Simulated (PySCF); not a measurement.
Computed with PBE-D3(BJ)/def2-TZVP // B3LYP-D3(BJ)/def2-TZVP (PySCF). Isolated molecules, 0 K electronic values unless said otherwise. 

Reference species (SMILES): `C=C=C=[SiH2]` (neutral, multiplicity 1).

```yaml
LUMO: -2.82 eV
HOMO: -5.28 eV
dipole_moment: 0.64 D
HOMO–LUMO gap: 2.46 eV
```

After one change: the LUMO rises by 0.40 eV; the HOMO falls by 0.29 eV; the dipole moment increases by 0.42 D; the HOMO–LUMO gap increases by 0.69 eV.

Which change was made? The new species is one of these.
A) `C#CC=[SiH2]`
B) `C=[si]1cc1`
C) `[SiH2]=C1C=C1`
D) `C#C[SiH]=C`

D, `C#C[SiH]=C`
